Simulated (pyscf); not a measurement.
Structures and frequencies: ωB97X-D3(BJ)/def2-SVP in PySCF. MP2 and CC: frozen core, UHF for open shells. ΔMP2 is the change of the MP2 total energy from the triple- to the quadruple-zeta basis. Singlets are restricted, triplets unrestricted.

Singlet (Å):
```xyz
5

N      0.4253    -0.7253    -0.3528
Ge    -0.4126     0.4703    -1.4192
F     -0.4324     1.7486    -0.1996
H      0.6712    -1.6697    -0.6318
H      0.6982    -0.5069     0.6026
```

Triplet (Å):
```xyz
5

N      0.6393    -0.6948    -0.1758
Ge    -0.5684     0.5102    -0.9238
F     -0.0493     2.1859    -0.7836
H      1.0517    -1.3420    -0.8481
H      0.2661    -1.2216     0.6143
```

### Question
For these two minima of `[NH2][Ge][F]`, which spin state lies lower at CCSD(T)/def2-TZVPP + ΔMP2(QZVPP), and by how much (electronic energies)?

### Answer
The singlet, by 70.4 kcal/mol. Zero-point energy shifts E(triplet) − E(singlet) by -0.2 kcal/mol. Other isomers of H₂N–Ge:–F [singlet] were not searched in full and may lie lower. 

E(triplet) − E(singlet) by level (kcal/mol):

| level | gap |
|---|---|
| ωB97X-D3(BJ)/def2-TZVP | +70.3 |
| PBE/def2-TZVP | +65.3 |
| r²SCAN/def2-TZVP | +62.7 |
| B3LYP-D3(BJ)/def2-TZVP | +68.6 |
| PBE0-D3(BJ)/def2-TZVP | +64.7 |
| M06-2X/def2-TZVP | +64.3 |
| ωB97M-D3(BJ)/def2-TZVP | +70.9 |
| HF/def2-TZVP | +52.5 |
| MP2/def2-QZVPP | +70.7 |
| CCSD/def2-TZVPP | +66.6 |
| CCSD(T)/def2-TZVPP | +67.2 |
| CCSD(T)/def2-TZVPP + ΔMP2(QZVPP) | +70.4 |

The triplet is the lowest one reached from the SCF start used. The CCSD(T) − MP2 part came from Ansatz, without density fitting, on the same reference. The frozen core leaves the outer d or s,p core shells of the metals and heavy elements correlated in the MP2 and CC values, and def2-TZVPP describes them poorly, which can shift differences by a few kcal/mol. Elements up to Kr have no core potential and no relativistic terms here.
